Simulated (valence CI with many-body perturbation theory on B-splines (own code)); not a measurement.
**E1 line list for Pt LXXII**

Calculated by valence CI with perturbative core correlation (CI+MBPT): five valence electrons over a frozen Dirac-Fock core [He], a basis of 11 s, 11 p, 10 d, 8 f, 5 g, 2 h functions for each j, with the one-electron correlation potential Σ1, the two-electron term Σ2, the three-electron term Σ3, Breit, model QED; selected CI, second order for the rest, scaled by the run's own slope (own B-spline code, finite nucleus).

No measured spectrum was set against this ion. As an estimate, large intervals hold to a few tenths of a per cent, small ones and those within an open d or f shell to about a per cent. Among the levels kept, up to 7600 cm⁻¹ of a level comes from second order outside the variational space, and about a tenth of that is noise between levels of different J, which matters for small intervals.

Lines 201 to 250 of 600 in falling wavelength, among levels below 1096.9 Ry, chosen from the strongest by gf and those to the six lowest levels. Wavelengths and rates use the calculated energies. Electric multipoles are in the length gauge, E1 and E2 with the static RPA response of the core. Weak lines are less certain than strong ones. Lines between different terms over intervals too small for the method are left out, as are lines whose strength nearly cancels. The highest levels of a list are the least certain.

Levels are named by their leading jj configuration (3d3/2^4 stands for four electrons in 3d with j = 3/2), which in mixed levels can hold well under half, so a name can repeat and another be missing. Letters in brackets count levels of one name in rising energy.

```
λ vac (nm)                               Upper                               Lower   A (s⁻¹)  S (a.u.) with core polarisation  S without
    0.5677          (2p1/2^2 2p3/2^2 3s) J=3/2     (2s 2p1/2^2 2p3/2 3s) J=3/2 [b]  5.86e+12                         2.12e-03   2.12e-03
    0.5677  (2s 2p1/2 2p3/2^2 3p3/2) J=5/2 [b]  (2s^2 2p1/2 2p3/2 3p3/2) J=3/2 [a]  5.53e+12                         3.00e-03   3.00e-03
    0.5676        (2s 2p1/2 2p3/2^3) J=3/2 [a]          (2s^2 2p1/2 2p3/2^2) J=3/2  1.55e+13                         5.60e-03   5.60e-03
    0.5651          (2p1/2^2 2p3/2^2 3s) J=3/2         (2s 2p1/2^2 2p3/2 3s) J=1/2  1.18e+13                         4.19e-03   4.20e-03
    0.5631  (2s 2p1/2 2p3/2^2 3p3/2) J=1/2 [c]  (2s^2 2p1/2 2p3/2 3p3/2) J=1/2 [b]  9.36e+12                         1.65e-03   1.65e-03
    0.5626            (2s 2p1/2 2p3/2^3) J=5/2          (2s^2 2p1/2 2p3/2^2) J=5/2  1.52e+13                         8.00e-03   8.01e-03
    0.5625       (2p1/2^2 2p3/2^2 3p3/2) J=3/2  (2s 2p1/2^2 2p3/2 3p3/2) J=1/2 [b]  1.24e+13                         4.35e-03   4.36e-03
    0.5617  (2s 2p1/2 2p3/2^2 3p3/2) J=7/2 [c]  (2s^2 2p1/2 2p3/2 3p3/2) J=5/2 [b]  5.64e+12                         3.94e-03   3.95e-03
    0.5611  (2s 2p1/2 2p3/2^2 3p3/2) J=5/2 [c]  (2s^2 2p1/2 2p3/2 3p3/2) J=3/2 [b]  6.25e+12                         3.27e-03   3.27e-03
    0.5610  (2s 2p1/2 2p3/2^2 3d5/2) J=7/2 [c]  (2s^2 2p1/2 2p3/2 3d5/2) J=5/2 [b]  4.42e+12                         3.08e-03   3.09e-03
    0.5604  (2s 2p1/2 2p3/2^2 3d5/2) J=9/2 [c]  (2s^2 2p1/2 2p3/2 3d5/2) J=7/2 [b]  6.58e+12                         5.71e-03   5.72e-03
    0.5592  (2s 2p1/2 2p3/2^2 3d5/2) J=7/2 [d]  (2s^2 2p1/2 2p3/2 3d5/2) J=7/2 [b]  3.34e+12                         2.31e-03   2.31e-03
    0.5591  (2s 2p1/2 2p3/2^2 3d5/2) J=5/2 [d]  (2s^2 2p1/2 2p3/2 3d5/2) J=5/2 [b]  7.70e+12                         3.98e-03   3.99e-03
    0.5591  (2s 2p1/2 2p3/2^2 3p3/2) J=3/2 [d]  (2s^2 2p1/2 2p3/2 3p3/2) J=3/2 [b]  1.00e+13                         3.47e-03   3.47e-03
    0.5590            (2s 2p1/2 2p3/2^3) J=1/2          (2s^2 2p1/2 2p3/2^2) J=1/2  1.08e+13                         1.87e-03   1.87e-03
    0.5586  (2s 2p1/2 2p3/2^2 3d5/2) J=3/2 [b]  (2s^2 2p1/2 2p3/2 3d5/2) J=3/2 [b]  6.41e+12                         2.21e-03   2.21e-03
    0.5586  (2s 2p1/2 2p3/2^2 3d5/2) J=3/2 [c]      (2s^2 2p1/2 2p3/2 3d5/2) J=1/2  8.45e+12                         2.91e-03   2.91e-03
    0.5583  (2s 2p1/2^2 2p3/2 3d5/2) J=7/2 [b]          (2s^2 2p1/2^2 3d5/2) J=5/2  1.87e+13                         1.28e-02   1.29e-02
    0.5579  (2s 2p1/2 2p3/2^2 3d3/2) J=3/2 [c]  (2s^2 2p1/2 2p3/2 3d3/2) J=5/2 [a]  1.03e+13                         3.53e-03   3.54e-03
    0.5578  (2s 2p1/2^2 2p3/2 3p3/2) J=5/2 [b]          (2s^2 2p1/2^2 3p3/2) J=3/2  2.03e+13                         1.04e-02   1.04e-02
    0.5577  (2s 2p1/2 2p3/2^2 3d5/2) J=5/2 [e]  (2s^2 2p1/2 2p3/2 3d5/2) J=3/2 [b]  8.63e+12                         4.43e-03   4.44e-03
    0.5577  (2s 2p1/2 2p3/2^2 3d5/2) J=7/2 [e]  (2s^2 2p1/2 2p3/2 3d5/2) J=7/2 [b]  1.12e+13                         7.68e-03   7.69e-03
    0.5573  (2s 2p1/2 2p3/2^2 3d5/2) J=3/2 [c]  (2s^2 2p1/2 2p3/2 3d5/2) J=3/2 [b]  4.86e+12                         1.66e-03   1.66e-03
    0.5571        (2s 2p1/2 2p3/2^3) J=3/2 [b]          (2s^2 2p1/2 2p3/2^2) J=1/2  9.98e+12                         3.41e-03   3.41e-03
    0.5571               (2p1/2 2p3/2^4) J=1/2        (2s 2p1/2 2p3/2^3) J=3/2 [b]  4.36e+13                         7.44e-03   7.45e-03
    0.5568  (2s 2p1/2^2 2p3/2 3d3/2) J=3/2 [b]          (2s^2 2p1/2^2 3d3/2) J=3/2  2.01e+13                         6.87e-03   6.87e-03
    0.5568            (2s 2p1/2 2p3/2^3) J=5/2          (2s^2 2p1/2 2p3/2^2) J=3/2  9.88e+11                         5.05e-04   5.06e-04
    0.5568  (2s 2p1/2 2p3/2^2 3d5/2) J=7/2 [c]  (2s^2 2p1/2 2p3/2 3d5/2) J=5/2 [a]  3.66e+12                         2.49e-03   2.50e-03
    0.5566  (2s 2p1/2 2p3/2^2 3p3/2) J=5/2 [e]  (2s^2 2p1/2 2p3/2 3p3/2) J=5/2 [b]  1.68e+13                         8.60e-03   8.61e-03
    0.5566  (2s 2p1/2 2p3/2^2 3d3/2) J=1/2 [c]  (2s^2 2p1/2 2p3/2 3d3/2) J=3/2 [b]  1.03e+13                         1.75e-03   1.75e-03
    0.5564     (2s 2p1/2 2p3/2^2 3s) J=1/2 [a]     (2s^2 2p1/2 2p3/2 3s) J=3/2 [a]  1.39e+13                         2.36e-03   2.37e-03
    0.5561             (2p1/2^2 2p3/2^3) J=3/2          (2s 2p1/2^2 2p3/2^2) J=3/2  3.19e+13                         1.08e-02   1.08e-02
    0.5559  (2s 2p1/2 2p3/2^2 3p3/2) J=3/2 [f]  (2s^2 2p1/2 2p3/2 3p3/2) J=1/2 [b]  7.23e+12                         2.45e-03   2.45e-03
    0.5558             (2p1/2^2 2p3/2^3) J=3/2          (2s 2p1/2^2 2p3/2^2) J=1/2  7.46e+12                         2.53e-03   2.53e-03
    0.5557  (2s 2p1/2 2p3/2^2 3p3/2) J=3/2 [c]  (2s^2 2p1/2 2p3/2 3p3/2) J=5/2 [a]  1.19e+13                         4.04e-03   4.05e-03
    0.5555  (2s 2p1/2 2p3/2^2 3d5/2) J=3/2 [d]      (2s^2 2p1/2 2p3/2 3d5/2) J=1/2  6.34e+12                         2.14e-03   2.15e-03
    0.5555         (2s 2p1/2^2 2p3/2 3s) J=1/2             (2s^2 2p1/2^2 3s) J=1/2  2.16e+13                         3.65e-03   3.65e-03
    0.5555  (2s 2p1/2 2p3/2^2 3p1/2) J=3/2 [b]      (2s^2 2p1/2 2p3/2 3p1/2) J=5/2  5.06e+12                         1.71e-03   1.71e-03
    0.5555  (2s 2p1/2 2p3/2^2 3p3/2) J=3/2 [e]  (2s^2 2p1/2 2p3/2 3p3/2) J=3/2 [b]  8.18e+12                         2.77e-03   2.77e-03
    0.5554      (2s 2p1/2^2 2p3/2 3p1/2) J=1/2          (2s^2 2p1/2^2 3p1/2) J=1/2  2.18e+13                         3.69e-03   3.70e-03
    0.5554  (2s 2p1/2^2 2p3/2 3d3/2) J=5/2 [b]          (2s^2 2p1/2^2 3d3/2) J=3/2  1.87e+13                         9.50e-03   9.52e-03
    0.5552               (2p1/2 2p3/2^4) J=1/2            (2s 2p1/2 2p3/2^3) J=1/2  2.08e+13                         3.51e-03   3.52e-03
    0.5551  (2s 2p1/2^2 2p3/2 3p1/2) J=3/2 [b]          (2s^2 2p1/2^2 3p1/2) J=1/2  2.12e+13                         7.15e-03   7.16e-03
    0.5550                  (2s 2p3/2^4) J=1/2                (2s^2 2p3/2^3) J=3/2  3.39e+13                         5.71e-03   5.72e-03
    0.5548  (2s 2p1/2 2p3/2^2 3d3/2) J=7/2 [c]      (2s^2 2p1/2 2p3/2 3d3/2) J=7/2  2.32e+13                         1.56e-02   1.57e-02
    0.5545  (2s 2p1/2 2p3/2^2 3d5/2) J=5/2 [c]  (2s^2 2p1/2 2p3/2 3d5/2) J=7/2 [a]  1.10e+13                         5.53e-03   5.54e-03
    0.5544  (2s 2p1/2 2p3/2^2 3d5/2) J=5/2 [d]  (2s^2 2p1/2 2p3/2 3d5/2) J=3/2 [a]  1.12e+13                         5.65e-03   5.65e-03
    0.5543     (2s 2p1/2 2p3/2^2 3s) J=3/2 [d]     (2s^2 2p1/2 2p3/2 3s) J=3/2 [b]  2.29e+13                         7.71e-03   7.72e-03
    0.5542  (2s 2p1/2 2p3/2^2 3d3/2) J=5/2 [e]  (2s^2 2p1/2 2p3/2 3d3/2) J=5/2 [b]  1.18e+13                         5.92e-03   5.93e-03
    0.5541  (2s 2p1/2^2 2p3/2 3d5/2) J=5/2 [b]          (2s^2 2p1/2^2 3d5/2) J=5/2  2.06e+13                         1.04e-02   1.04e-02
```
